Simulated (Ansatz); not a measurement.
# Relaxing a trial structure of CH8InOSi+

The starting geometry of this gas-phase singlet was optimised with GFN2-xTB.

```yaml
atoms:
  - { symbol: C, position_ang: [-1.0143, -0.8609, -0.3405] }
  - { symbol: In, position_ang: [0.6643, 0.7064, -0.2931] }
  - { symbol: O, position_ang: [-1.1392, 2.4875, -0.1977] }
  - { symbol: Si, position_ang: [2.8302, 2.3660, -0.2427] }
  - { symbol: H, position_ang: [-0.5663, -1.8519, -0.4108] }
  - { symbol: H, position_ang: [-1.6439, -0.6749, -1.2116] }
  - { symbol: H, position_ang: [-1.5958, -0.7799, 0.5789] }
  - { symbol: H, position_ang: [-1.2553, 3.4440, -0.1623] }
  - { symbol: H, position_ang: [-2.0244, 2.1037, -0.1727] }
  - { symbol: H, position_ang: [3.7968, 1.7643, -1.1764] }
  - { symbol: H, position_ang: [2.2953, 3.6630, -0.6934] }
  - { symbol: H, position_ang: [3.2706, 2.3683, 1.1625] }
```

Q: Where would you expect an optimisation with r2SCAN-D4/def2-SVP to take it?

A: It keeps its bonds.

The energy falls by 0.32 eV over 31 steps:

```csv
step,E − E(last) (eV)
1,0.317
4,0.002
8,0.001
11,0.001
14,0.001
18,0.000
21,0.000
24,0.000
28,0.000
31,0.000
```

Final geometry (Å):

```csv
atom,x (Å),y (Å),z (Å)
C,-0.8846,-0.8111,-0.2702
In,0.5098,0.7996,-0.2511
O,-1.1111,2.4580,-0.3230
Si,2.6260,2.2690,-0.2083
H,-0.3517,-1.7717,-0.2407
H,-1.4875,-0.7566,-1.1895
H,-1.5414,-0.7312,0.6096
H,-0.9789,3.4192,-0.3338
H,-2.0698,2.3092,-0.3490
H,3.4256,1.9079,-1.4089
H,2.1470,3.6786,-0.2583
H,3.3344,1.9649,1.0633
```

Frequencies at the end are all real (lowest 27 cm⁻¹). Atoms past krypton carry core potentials, without spin–orbit terms. Run with Ansatz 0.2.0, 96 s on 2 threads of Arm Neoverse V1 (shared host).
